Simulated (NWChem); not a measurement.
System: aminoborane (BNH4); SMILES BN

Parts of the log:

```
             Northwest Computational Chemistry Package (NWChem) 7.3.0
             --------------------------------------------------------

 C2V symmetry detected

                             Geometry "geometry" -> ""
                             -------------------------

 Output coordinates in angstroms (scale by  1.889725989 to convert to a.u.)

  No.       Tag          Charge          X              Y              Z
 ---- ---------------- ---------- -------------- -------------- --------------
    1 B                    5.0000     0.00000000     0.00000000     0.77403932
    2 N                    7.0000     0.00000000     0.00000000    -0.60351904
    3 H                    1.0000     0.00000000    -1.02522392     1.34079562
    4 H                    1.0000     0.00000000     1.02522392     1.34079562
    5 H                    1.0000     0.00000000     0.83635229    -1.16357727
    6 H                    1.0000     0.00000000    -0.83635229    -1.16357727

 Effective nuclear repulsion energy (a.u.)      32.5354163916

      Symmetry information
      --------------------

 Group name             C2v
 Group number             16
 Group order               4
 No. of unique centers     4

                                Z-matrix (autoz)
                                --------

 Units are Angstrom for bonds and degrees for angles

      Type          Name      I     J     K     L     M      Value
      ----------- --------  ----- ----- ----- ----- ----- ----------
    1 Stretch                  1     2                       1.37756
    2 Stretch                  1     3                       1.17145
    3 Stretch                  1     4                       1.17145
    4 Stretch                  2     5                       1.00655
    5 Stretch                  2     6                       1.00655
    6 Bend                     1     2     5               123.80800
    7 Bend                     1     2     6               123.80800
    8 Bend                     2     1     3               118.93435
    9 Bend                     2     1     4               118.93435
   10 Bend                     3     1     4               122.13129
   11 Bend                     5     2     6               112.38400
   12 Torsion                  3     1     2     5         180.00000
   13 Torsion                  3     1     2     6          -0.00000
   14 Torsion                  4     1     2     5           0.00000
   15 Torsion                  4     1     2     6         180.00000

  xc_inp: hfexch multiplicative factor not found.

                           NWChem Geometry Optimization
                           ----------------------------

 maximum gradient threshold         (gmax) =   0.000450
 rms gradient threshold             (grms) =   0.000300
 maximum cartesian step threshold   (xmax) =   0.001800
 rms cartesian step threshold       (xrms) =   0.001200
 fixed trust radius                (trust) =   0.050000
 source of zmatrix                         =   autoz

          -------------------
          Energy Minimization
          -------------------

 Using diagonal initial Hessian
 Scaling for Hessian diagonals: bonds = 1.00  angles = 0.25  torsions = 0.10

          --------
          Step   0

                                 NWChem DFT Module
                                 -----------------

 Summary of "ao basis" -> "ao basis" (spherical)
 ------------------------------------------------------------------------------
       Tag                 Description            Shells   Functions and Types
 ---------------- ------------------------------  ------  ---------------------
 B                           6-31g*                  6       14   3s2p1d
 N                           6-31g*                  6       14   3s2p1d
 H                           6-31g*                  2        2   2s

      Symmetry analysis of basis
      --------------------------

        a1         18
        a2          2
        b1          6
        b2         10

            General Information
            -------------------
          SCF calculation type: DFT
          Wavefunction type:  closed shell.
          No. of atoms     :     6
          No. of electrons :    16
           Alpha electrons :     8
            Beta electrons :     8
          Charge           :     0
          Spin multiplicity:     1
          Use of symmetry is: on ; symmetry adaption is: on
          Maximum number of iterations: 150
          AO basis - number of functions:    36
                     number of shells:    20
          Convergence on energy requested:  1.00D-06
          Convergence on density requested:  1.00D-05
          Convergence on gradient requested:  5.00D-04

              XC Information
              --------------
                     Hartree-Fock (Exact) Exchange  1.000

      Superposition of Atomic Density Guess
      -------------------------------------

 Sum of atomic energies:         -80.81275690

      Non-variational initial energy
      ------------------------------

 Total energy =     -81.827434
 1-e energy   =    -171.846292
 2-e energy   =      57.483441
 HOMO         =      -0.383618
 LUMO         =       0.042677

      Symmetry analysis of molecular orbitals - initial
      -------------------------------------------------

  Numbering of irreducible representations:

     1 a1          2 a2          3 b1          4 b2

  Orbital symmetries:

     1 a1          2 a1          3 a1          4 a1          5 b2
     6 a1          7 b1          8 b2          9 b1         10 a1
    11 b2         12 a1         13 a1         14 b2         15 b2
    16 a1         17 b1         18 a1

   convergence    iter        energy       DeltaE   RMS-Dens  Diis-err
 ---------------- ----- ----------------- --------- --------- ---------
 d= 0,ls=0.0,diis     1    -81.4554620663 -1.14D+02  8.74D-03  2.10D-01
 d= 0,ls=0.0,diis     2    -81.4832173389 -2.78D-02  2.92D-03  3.08D-02
 d= 0,ls=0.0,diis     3    -81.4868100575 -3.59D-03  1.13D-03  3.20D-03
 d= 0,ls=0.0,diis     4    -81.4872555513 -4.45D-04  1.45D-04  3.18D-05
 d= 0,ls=0.0,diis     5    -81.4872611810 -5.63D-06  4.91D-05  1.50D-06
 d= 0,ls=0.0,diis     6    -81.4872615658 -3.85D-07  1.05D-05  6.63D-08
 d= 0,ls=0.0,diis     7    -81.4872615900 -2.42D-08  2.98D-06  5.97D-09

         Total DFT energy =      -81.487261590040
      One electron energy =     -173.803960296182
           Coulomb energy =       71.761799511016
    Exchange-Corr. energy =      -11.980517196491
 Nuclear repulsion energy =       32.535416391618

 Numeric. integr. density =        0.000000000000

                  Occupations of the irreducible representations
                  ----------------------------------------------

                     irrep           alpha         beta
                     --------     --------     --------
                     a1                5.0          5.0
                     a2                0.0          0.0
                     b1                1.0          1.0
                     b2                2.0          2.0

                       DFT Final Molecular Orbital Analysis
                       ------------------------------------

 Vector    6  Occ=2.000000D+00  E=-5.521073D-01  Symmetry=a1
              MO Center=  1.1D-17,  1.7D-15,  7.9D-01, r^2= 1.8D+00
   Bfn.  Coefficient  Atom+Function         Bfn.  Coefficient  Atom+Function
  ----- ------------  ---------------      ----- ------------  ---------------
     5      0.353731  1 B  pz                19     -0.308179  2 N  pz
    30      0.182953  3 H  s                 32      0.182953  4 H  s
    29      0.180355  3 H  s                 31      0.180355  4 H  s
    23     -0.175449  2 N  pz                 6      0.137882  1 B  s
     2      0.125825  1 B  s                 20     -0.101958  2 N  s

 Vector    7  Occ=2.000000D+00  E=-4.619416D-01  Symmetry=b2
              MO Center= -5.8D-21, -2.3D-15,  9.7D-01, r^2= 1.9D+00
   Bfn.  Coefficient  Atom+Function         Bfn.  Coefficient  Atom+Function
  ----- ------------  ---------------      ----- ------------  ---------------
     4      0.381709  1 B  py                30     -0.254414  3 H  s
    32      0.254414  4 H  s                 29     -0.234087  3 H  s
    31      0.234087  4 H  s                  8      0.150054  1 B  py
    18     -0.132570  2 N  py                22     -0.115626  2 N  py
    33     -0.087218  5 H  s                 35      0.087218  6 H  s

 Vector    8  Occ=2.000000D+00  E=-4.336406D-01  Symmetry=b1
              MO Center= -2.9D-16, -5.0D-17, -4.4D-01, r^2= 1.0D+00
   Bfn.  Coefficient  Atom+Function         Bfn.  Coefficient  Atom+Function
  ----- ------------  ---------------      ----- ------------  ---------------
    17      0.544197  2 N  px                21      0.476551  2 N  px
     3      0.169467  1 B  px                 7      0.092471  1 B  px
    13      0.031859  1 B  d  1

 Vector    9  Occ=0.000000D+00  E= 1.765214D-01  Symmetry=b1
              MO Center= -3.3D-14,  1.0D-16,  7.4D-01, r^2= 2.3D+00
   Bfn.  Coefficient  Atom+Function         Bfn.  Coefficient  Atom+Function
  ----- ------------  ---------------      ----- ------------  ---------------
     7      0.872413  1 B  px                21     -0.473744  2 N  px
     3      0.320210  1 B  px                17     -0.238438  2 N  px

 Vector   10  Occ=0.000000D+00  E= 2.290173D-01  Symmetry=a1
              MO Center= -1.1D-15,  7.7D-15, -1.0D+00, r^2= 3.5D+00
   Bfn.  Coefficient  Atom+Function         Bfn.  Coefficient  Atom+Function
  ----- ------------  ---------------      ----- ------------  ---------------
    20      1.849929  2 N  s                 34     -1.092456  5 H  s
    36     -1.092456  6 H  s                  9      0.547395  1 B  pz
    23     -0.387007  2 N  pz                30     -0.218496  3 H  s
    32     -0.218496  4 H  s                 19     -0.144759  2 N  pz
    15     -0.110717  2 N  s                 16      0.109033  2 N  s

[...]

      ----------------------
      Optimization converged
      ----------------------

  Step       Energy      Delta E   Gmax     Grms     Xrms     Xmax
  ---- ---------------- -------- -------- -------- -------- --------
@    4     -81.48808335 -3.0D-07  0.00003  0.00001  0.00034  0.00080
                                     ok       ok       ok       ok

                                Z-matrix (autoz)
                                --------

 Units are Angstrom for bonds and degrees for angles

      Type          Name      I     J     K     L     M      Value     Gradient
      ----------- --------  ----- ----- ----- ----- ----- ---------- ----------
    1 Stretch                  1     2                       1.38932   -0.00002
    2 Stretch                  1     3                       1.19213    0.00001
    3 Stretch                  1     4                       1.19213    0.00001
    4 Stretch                  2     5                       0.99552   -0.00002
    5 Stretch                  2     6                       0.99552   -0.00002
    6 Bend                     1     2     5               123.20315   -0.00000
    7 Bend                     1     2     6               123.20315   -0.00000
    8 Bend                     2     1     3               119.35432   -0.00002
    9 Bend                     2     1     4               119.35432   -0.00002
   10 Bend                     3     1     4               121.29135    0.00003
   11 Bend                     5     2     6               113.59370    0.00001
   12 Torsion                  3     1     2     5         180.00000    0.00000
   13 Torsion                  3     1     2     6          -0.00000    0.00000
   14 Torsion                  4     1     2     5           0.00000    0.00000
   15 Torsion                  4     1     2     6         180.00000    0.00000

                         Geometry "geometry" -> "geometry"
                         ---------------------------------

 Output coordinates in angstroms (scale by  1.889725989 to convert to a.u.)

  No.       Tag          Charge          X              Y              Z
 ---- ---------------- ---------- -------------- -------------- --------------
    1 B                    5.0000     0.00000000     0.00000000     0.76907352
    2 N                    7.0000     0.00000000     0.00000000    -0.62024566
    3 H                    1.0000     0.00000000    -1.03907009     1.35346856
    4 H                    1.0000     0.00000000     1.03907009     1.35346856
    5 H                    1.0000     0.00000000     0.83298928    -1.16540401
    6 H                    1.0000     0.00000000    -0.83298928    -1.16540401

 Effective nuclear repulsion energy (a.u.)      32.3740014781

      Symmetry information
      --------------------

 Group name             C2v
 Group number             16
 Group order               4
 No. of unique centers     4

                Final and change from initial internal coordinates
                --------------------------------------------------

                                Z-matrix (autoz)
                                --------

 Units are Angstrom for bonds and degrees for angles

      Type          Name      I     J     K     L     M      Value       Change
      ----------- --------  ----- ----- ----- ----- ----- ---------- ----------
    1 Stretch                  1     2                       1.38932    0.01176
    2 Stretch                  1     3                       1.19213    0.02068
    3 Stretch                  1     4                       1.19213    0.02068
    4 Stretch                  2     5                       0.99552   -0.01103
    5 Stretch                  2     6                       0.99552   -0.01103
    6 Bend                     1     2     5               123.20315   -0.60485
    7 Bend                     1     2     6               123.20315   -0.60485
    8 Bend                     2     1     3               119.35432    0.41997
    9 Bend                     2     1     4               119.35432    0.41997
   10 Bend                     3     1     4               121.29135   -0.83994
   11 Bend                     5     2     6               113.59370    1.20970
   12 Torsion                  3     1     2     5         180.00000    0.00000
   13 Torsion                  3     1     2     6          -0.00000    0.00000
   14 Torsion                  4     1     2     5           0.00000    0.00000
   15 Torsion                  4     1     2     6         180.00000    0.00000

 ==============================================================================
                                internuclear distances
 ------------------------------------------------------------------------------
       center one      |      center two      | atomic units |  angstroms
 ------------------------------------------------------------------------------
    2 N                |   1 B                |     2.62543  |     1.38932
    3 H                |   1 B                |     2.25281  |     1.19213
    4 H                |   1 B                |     2.25281  |     1.19213
    5 H                |   2 N                |     1.88127  |     0.99552
    6 H                |   2 N                |     1.88127  |     0.99552
 ------------------------------------------------------------------------------
                         number of included internuclear distances:          5
 ==============================================================================
```

Level: Hartree-Fock/6-31G* (spherical d). 

### Question
Reconstruct the input file.

### Answer
This is not unique; one that fits is the input that was run:
```
start job
memory heap 200 mb stack 900 mb global 1100 mb
geometry units angstroms
  B     -0.763662     0.037729    -0.004775
  N      0.612192    -0.030229     0.003857
  H     -1.380176    -0.958142    -0.026365
  H     -1.279259     1.089503     0.009719
  H      1.212720     0.777341     0.022025
  H      1.130394    -0.893078    -0.007359
end
basis spherical
  * library 6-31g*
end
dft
  xc hfexch
  iterations 150
end
driver
  maxiter 150
  trust 0.05
end
task dft optimize
```
